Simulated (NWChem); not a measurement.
# GaH₂Br; SMILES [Br][GaH2]

Program: NWChem. Pople sets run with spherical d functions. This build's default masses of Se (78.918 u) and Br (79.917 u) are each other's, which moves their modes by up to 0.6 %. Each level has its own optimisation; frequencies are unscaled.

| level | r Ga–H (Å) | r Br–Ga (Å) | highest harmonic frequency (cm⁻¹) | lowest (cm⁻¹) | zero-point energy (kcal/mol) |
|---|---|---|---|---|---|
| CAM-B3LYP/def2-SVP | 1.553 | 2.294 | 2064 | 310 | 9.0 |
| Hartree-Fock/STO-3G | … | … | … | … | … |
| Hartree-Fock/6-31G* | 1.567 | 2.319 | 2063 | 307 | 9.1 |
| PBE0/def2-SVP | 1.559 | 2.297 | 2029 | 307 | 8.8 |

Fill in the missing entries.


- Hartree-Fock/STO-3G, r Ga–H (Å): 1.307
- Hartree-Fock/STO-3G, r Br–Ga (Å): 2.224
- Hartree-Fock/STO-3G, highest harmonic frequency (cm⁻¹): 2466
- Hartree-Fock/STO-3G, lowest (cm⁻¹): 322
- Hartree-Fock/STO-3G, zero-point energy (kcal/mol): 10.0
